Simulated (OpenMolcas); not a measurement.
## Fe4+ in a point-charge field

Fe4+ among 4 point charges of -1.6 e arranged as a tetrahedron (Td), 1.73 Å from the ion.
```
   0.9988    0.9988    0.9988  -1.60
   0.9988   -0.9988   -0.9988  -1.60
  -0.9988    0.9988   -0.9988  -1.60
  -0.9988   -0.9988    0.9988  -1.60
```

| Property | Result |
| --- | --- |
| Program | OpenMolcas 26.06 |
| Method | CASSCF |
| Basis | ANO-RCC-VDZP [5s4p2d1f] |
| Scalar Hamiltonian | DKH2, point nucleus |
| Active space | 4 electrons in 5 orbitals (3d) |
| State averaging | 2S+1 = 5 even, 5 roots; 2S+1 = 3 even, 45 roots; 2S+1 = 1 even, 50 roots |
| Spin-orbit coupling | state interaction with AMFI integrals over the reference wave functions |

The lowest spin-free states (labels of Td), above the lowest:

```
State  Degeneracy  E (cm-1)  Free-ion L (%)
  5T2           3       0.0         D (100)
   5E           2      1450         D (100)
  3T1           3     26152          H (93)
  3T2           3     26674          H (97)
  3T1           3     27572          H (89)
   3E           2     27784          H (99)
  3T1           3     30050          P (74)
  3T2           3     31213          F (89)
  3T1           3     31520          F (70)
  3A2           1     31831         F (100)
  3T2           3     33441          G (92)
   3E           2     34295          G (99)
  3T1           3     34919          G (92)
  3A1           1     35123         G (100)
  1A1           1     38316          I (74)
  1T1           3     39090          I (86)
  1T2           3     39834          I (99)
  1A2           1     41082         I (100)
   1E           2     41087          I (77)
  1T2           3     41276          I (96)
```

The lowest levels with spin-orbit coupling:

```tsv
E (cm-1)	Degeneracy	Label	2S+1
0.0	1	A1	5
108.5	3	T1	5
234.2	3	T2	5
516.5	2	E	5
622.2	3	T1	5
889.5	3	T2	5
1993	1	A2	5
2071	3	T2	5
2134	2	E	5
2171	3	T1	5
2206	1	A1	5
26202	1	A1	3
26451	3	T1	3
26654	2	E	3
26802	3	T2	3
27049	3	T1	3
27216	2	E	3
27358	3	T2	3
27463	1	A2	3
27788	3	T2	3
```

Powder χT (cm3 K/mol): 0.0272 at 2 K, 0.136 at 10 K, 0.66 at 50 K, 1.06 at 100 K, 1.45 at 200 K, 1.72 at 300 K. The effective moment at 300 K is 2.828 √(χT) = 3.71 μB.

The lowest level has 2S+1 = 5, for which the spin-only value is χT = S(S+1) / 2 = 3.000 cm3 K/mol (g = 2). The computed 1.725 at 300 K differs by -1.275, through orbital momentum, spin-orbit coupling and any other state in reach. With a threefold ground state the orbital momentum is unquenched, so the spin-only value is not expected to hold.

An orbital triplet at a regular site is open to Jahn-Teller coupling, which can distort the site and quench the lowest spin-orbit gaps and is left out. Without dynamic correlation the repulsion within the d shell is too large (B by tens of per cent), so at a given field states of lower spin stand too high. The ground term spreads over less than 5000 cm-1, several times less than with real ligands, so orbital moments are less quenched and χT lies further from the spin-only value than at real sites. Point charges carry no covalency, so the field is a model and not that of real ligands. No measured value stands beside these numbers.

The RASSCF and RASSI steps took 19 s on 1 thread of Arm Neoverse V2 (shared host); the integral step is not counted.
